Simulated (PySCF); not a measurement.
# Radial density of Li (lithium, neutral)

r2SCANh, [He] 2p1, 2P determinant (an excited configuration). All numbers are calculated (PySCF 2.14, scalar relativity by spin-free X2C-1e, in x2c-QZVPPall with one added diffuse shell each of s, p type (7s5p2d1f, 39 functions)).

```
r (bohr)  4πr²ρ (e/bohr)  4πr²(ρα − ρβ)
  0.0105         0.01811         0.0000
  0.0177         0.04895        -0.0001
  0.0297          0.1285        -0.0001
  0.0500          0.3218        -0.0003
  0.0842          0.7424        -0.0007
   0.142           1.498        -0.0011
   0.238           2.429        -0.0009
   0.401           2.775         0.0017
   0.674           1.832         0.0103
    1.13          0.5383         0.0375
    1.91          0.1440         0.1098
    3.21          0.2026         0.2024
    5.39          0.1505         0.1505
    9.07         0.02196         0.0220
    15.3       0.0002522         0.0003
```

Densities and radii are taken from the X2C orbitals without a picture-change correction, which distorts them close to the nucleus.
